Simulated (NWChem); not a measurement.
Species: BiHCl$_{2}$; SMILES [Cl][BiH][Cl]

All runs: NWChem. Structure relaxed at the PBE0/def2-SVP level. def2 effective core potentials on Bi; no spin-orbit coupling. Ions are spin-unrestricted doublets at the neutral geometry; other ion states weren't tried. Functional: LC-ωPBE (HJS hole) with def2-SVP; the question gives the range parameter ω in 1/bohr.

Task: Predict the results for range parameter (1/bohr) 0.60. Quantities: vertical ionisation energy, ΔSCF (eV); −ε(HOMO) (eV).

Result: 
```yaml
vertical ionisation energy, ΔSCF (eV): 10.88
"−ε(HOMO) (eV)": 11.18
```
